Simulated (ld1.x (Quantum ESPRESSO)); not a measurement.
## How hard is this rubidium TM potential?

ld1.x (Quantum ESPRESSO) 7.5 input, shortened:

```
&input
   title='Rb', zed=37., rel=1, dft='PW91', iswitch=3,
   config='[Kr] 4d0 5s0.75 5p0'
 /
 &inputp
   pseudotype=2, tm=.true., lloc=0,
   nlcc=.true.
 /
3
4P  2  1   6.00   0.00  2.10  2.10  0.0
4D  3  2   0.00   0.00  4.20  4.20  0.0
5S  1  0   0.75   0.00  2.95  2.95  0.0
 &test
   configts(1)='4p6 4d0 5s0.75 5p0'
 /
```

The pseudo-atom Hamiltonian at the reference potential is diagonalised in spherical Bessel functions j_l(qr) that vanish at 20 bohr, with q² up to the cutoff. All-electron valence levels (Ry): 4p -1.2709, 5p -0.1094, 4d -0.0555, 5s -0.2310.

Question: How do the lowest levels (Ry) of each channel move with the cutoff, and are there ghosts?

Answer:

| cutoff (Ry) | p #1 | p #2 | d #1 | d #2 | s #1 | s #2 | f #1 | f #2 | Σ f·Δε (mRy) |
| --- | --- | --- | --- | --- | --- | --- | --- | --- | --- |
| 8 | -1.2125 | -0.0994 | -0.0545 | 0.0314 | -0.2302 | -0.0354 | 0.0462 | 0.1636 | 350.9 |
| 12 | -1.2665 | -0.0999 | -0.0551 | 0.0308 | -0.2305 | -0.0355 | 0.0462 | 0.1636 | 26.6 |
| 18 | -1.2687 | -0.1000 | -0.0551 | 0.0308 | -0.2309 | -0.0357 | 0.0462 | 0.1636 | 13.3 |
| 21 | -1.2693 | -0.1000 | -0.0551 | 0.0308 | -0.2309 | -0.0357 | 0.0462 | 0.1636 | 9.5 |
| 30 | -1.2708 | -0.1000 | -0.0551 | 0.0308 | -0.2310 | -0.0357 | 0.0462 | 0.1636 | 0.7 |
| 40 | -1.2708 | -0.1000 | -0.0551 | 0.0308 | -0.2310 | -0.0357 | 0.0462 | 0.1636 | 0.3 |
| 400 | -1.2709 | -0.1000 | -0.0551 | 0.0308 | -0.2310 | -0.0357 | 0.0462 | 0.1636 | 0.0 |

Result: no extra level below or beside the all-electron valence levels (p, d, s, f tested); 10 mRy is reached at 21 Ry and 1 mRy at 30 Ry.
